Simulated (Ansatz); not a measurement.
`[CH3][Sc]([CH3])[CH3]` + HCl → `[CH3][Sc]([CH3])[Cl]` + CH₄  (ligand exchange at the Sc–C bond)

Computed with Ansatz on PBE0-D4/def2-TZVP structures; ΔE is electronic, products minus reactants. CCSD(T)/CBS adds triple-zeta CCSD(T) − MP2 to the extrapolated MP2 energy (def2 sets, frozen cores). This one scheme is used for every species. Functionals use def2-TZVPP. For Sc outer-core shells are correlated without core-valence functions, which leaves a few kJ/mol of doubt a bond. Scalar relativity is left out up to krypton.

| level | ΔE (kcal/mol) |
| --- | --- |
| BHLYP | -64.1 |
| CCSD(T)/def2-SVP | -63.7 |

Task: What does CCSD(T)/CBS give? (An estimate is asked.)

Result: Computed: -60.6 kcal/mol. The listed levels differ from it by -3.5, -3.1 kcal/mol.

Largest T1 diagnostic among the species: 0.012.

From BLYP to BHLYP (50 % exact exchange), in def2-TZVPP and without D4, ΔE moves by −3.0 kcal/mol. Leaving LDA and LC-ωPBE aside and taking each functional with its dispersion term where it has one, the values, not all of them listed here, spread over 4.8 kcal/mol, from BHLYP-D4 to revPBE-D4. LDA lies +1.0 kcal/mol from PBE without D4. In def2-TZVPP, CCSD(T) changes the Hartree–Fock value by +5.4 kcal/mol (the triples alone add +0.3 kcal/mol) and MP2 by +4.3 kcal/mol.
